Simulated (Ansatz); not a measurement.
Isolated molecules relaxed with PBE0-D4/def2-TZVP in Ansatz; ΔE leaves out vibrations. CCSD(T)/CBS is the MP2 limit (def2-TZVPP, def2-QZVPP) plus CCSD(T) − MP2 in def2-TZVPP, frozen cores. DFT in def2-TZVPP. def2 core potentials past Kr. For Sn outer-core shells are correlated without core-valence functions, which leaves a few kJ/mol of doubt a bond. One conformer a species, not always the lowest.

`CO[CH2][AlH][SiH3]` + `[NH2][Sn][OH]` → `[NH2][Sn][O][SiH3]` + `CO[CH2][AlH2]`  (cleavage of the Si–Al bond)

```json
{"level": "ωB97X-V", "ΔE (kJ/mol)": "-104.9"}
{"level": "ωB97M-V", "ΔE (kJ/mol)": "-109.5"}
{"level": "B2PLYP", "ΔE (kJ/mol)": "-112.5"}
{"level": "PBE", "ΔE (kJ/mol)": "-76.0"}
```

Task: What does CCSD(T)/CBS give? (Estimate.)

Result: The calculation gave: -107.4 kJ/mol. The listed levels differ from it by 2.5, -2.1, -5.1, 31.4 kJ/mol.

Largest T1 diagnostic among the species: 0.017.

In def2-TZVPP, CCSD(T) changes the Hartree–Fock value by +32.4 kJ/mol (the triples alone add +4.2 kJ/mol) and MP2 by +22.6 kJ/mol. From PBE to PBE0 (25 % exact exchange), in def2-TZVPP and without D4, ΔE moves by −11.1 kJ/mol.
